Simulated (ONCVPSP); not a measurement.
I (Z = 53): one change to an ONCV potential, before and after

```
Element                 : I (Z = 53)
Generator               : ONCVPSP 4.0.1
Type                    : optimised norm-conserving Vanderbilt (ONCV)
Functional              : PBE
Relativity              : scalar-relativistic
Frozen core             : [Ar] 3d10
Valence charge          : 25
Reference configuration : 4s2 4p6 4d10 5s1.5 5p5.5
Partial waves           : 4s+5s: rc 1.25 bohr, ncon 5, nbas 8, qcut 7.5 1/bohr, 2 projectors; 4p+5p: rc 1.50 bohr, ncon 4, nbas 9, qcut 7.8 1/bohr, 2 projectors; 4d: rc 0.90 bohr, ncon 3, nbas 6, qcut 11.8 1/bohr, 2 projectors, debl 2.3 Ha
Local potential         : polynomial inside 0.70 bohr (lpopt 2, dvloc0 1 Ha)
Core correction         : Teter function, fcfact 5.75, rcfact 1.6
```

All-electron outer shells of the reference configuration (PBE, scalar-relativistic, ld1.x):

| shell | level (eV) | outermost node (bohr) | outermost maximum (bohr) |
| --- | --- | --- | --- |
| 3p | -860.06 | 0.13 | 0.28 |
| 3d | -606.67 | – | 0.23 |
| 4s | -181.29 | 0.37 | 0.68 |
| 4p | -128.26 | 0.37 | 0.72 |
| 4d | -50.94 | 0.35 | 0.78 |
| 5s | -17.77 | 0.88 | 1.70 |
| 5p | -7.36 | 0.96 | 2.02 |

Change: s: rc 1.34.

Cutoffs: the cutoffs (Ha) at which the residual kinetic energy of the hardest occupied pseudo-wave falls to 1 and 0.1 mHa per electron; they do not see the model core or the augmentation charge, which bear on the density cutoff. Errors are all-electron minus pseudo energies relative to the spin-unpolarised reference configuration.

How do hardness, ghosts and transferability respond?

The potential gets softer (92 Ha and 118 Ha → 57 Ha and 103 Ha); the errors of the 4 common tests hardly move; neither file shows a bound ghost. A larger radius leaves more room for a smooth pseudo-wave, so fewer plane waves are needed.

| quantity | base | changed |
| --- | --- | --- |
| cutoff, loose | 92 Ha | 57 Ha |
| cutoff, tight | 118 Ha | 103 Ha |
| loose cutoff by channel | s 92 Ha, p 26 Ha, d 57 Ha | s 52 Ha, p 26 Ha, d 57 Ha |
| bound ghosts | none | none |
| GHOST(+) flags under 300 eV | none | none |
| error for 4s2 4p6 4d10 5s2 5p5, meV [ΔE -5.18 eV] | -0.1 | -0.1 |
| error for 4s2 4p6 4d10 5s2 5p4, meV [ΔE 5.95 eV] | -2.8 | -2.8 |
| error for 4s2 4p6 4d10 5s2 5p3, meV [ΔE 25.79 eV] | -7.9 | -7.8 |
| error for 4s2 4p6 4d10 5s2 5p2, meV [ΔE 55.12 eV] | -16 | -16 |
| p: phases at 1.53 bohr within 0.05 rad from the reference energy up to (Ha; the scan ends near 5) | to the end of the scan | to the end of the scan |
| d: phases at 0.91 bohr within 0.05 rad from the reference energy up to (Ha; the scan ends near 5) | to the end of the scan | to the end of the scan |
| rms error of d²Exc/dni dnj with the model core, mHa | 3.46 | 3.60 |
